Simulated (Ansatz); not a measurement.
Geometry optimisation, RKS PBE0-D4/def2-SVP in Ansatz.

The input (input.yaml):

```yaml
crystal:
  periodic: [false, false, false]
  atoms:
    - { symbol: C, position_ang: [0.0489, 1.3198, -1.2911] }
    - { symbol: Al, position_ang: [0.7607, 0.2625, 0.1693] }
    - { symbol: F, position_ang: [2.3925, 0.6035, 0.7654] }
    - { symbol: Si, position_ang: [-0.4377, -1.4684, 1.1118] }
    - { symbol: H, position_ang: [0.642, 1.2629, -2.222] }
    - { symbol: H, position_ang: [-1.0238, 1.0232, -1.5373] }
    - { symbol: H, position_ang: [-0.014, 2.4296, -0.9836] }
    - { symbol: H, position_ang: [0.2342, -2.7386, 0.9301] }
    - { symbol: H, position_ang: [-0.703, -1.2043, 2.592] }
    - { symbol: H, position_ang: [-1.8166, -1.5414, 0.4682] }
basis:
  gaussian: { orbitals: def2-SVP }
hamiltonian:
  xc: pbe0
  dispersion: d4
relax:
  f_tol: 0.015
  max_steps: 40
```

Launched with:

```bash
$ ansatz run input.yaml --threads 2 --pin off --max-ram 3072MiB --backend cpu --events-out ev --progress --plain --runs-dir out
```

Question: Where does it end, and by what steps?

Answer: The forces met the threshold. After 6 steps the energy has fallen by 0.341 eV; H10 moved furthest, 0.24 Å.

```
step  energy less start (eV)  largest force component (eV/Å)  accepted
   0                  0.0000                           2.605       yes
   1                 -0.2817                           1.388       yes
   2                 -0.3330                           0.156       yes
   3                 -0.3387                           0.076       yes
   4                 -0.3398                           0.036       yes
   5                 -0.3406                           0.023       yes
   6                 -0.3410                           0.009       yes
```

```xyz
10
Properties=species:S:1:pos:R:3
C 0.063 1.431 -1.346
Al 0.699 0.294 0.096
F 2.244 0.589 0.673
Si -0.493 -1.541 1.193
H 0.736 1.369 -2.218
H -0.953 1.169 -1.680
H 0.054 2.489 -1.031
H 0.245 -2.837 1.040
H -0.651 -1.286 2.662
H -1.862 -1.728 0.614
```

Whether the end is a true minimum wasn't checked by a vibrational analysis.

Run time: 15 s on 2 threads of Arm Neoverse V2 (shared host), peak memory 0.18 GiB.
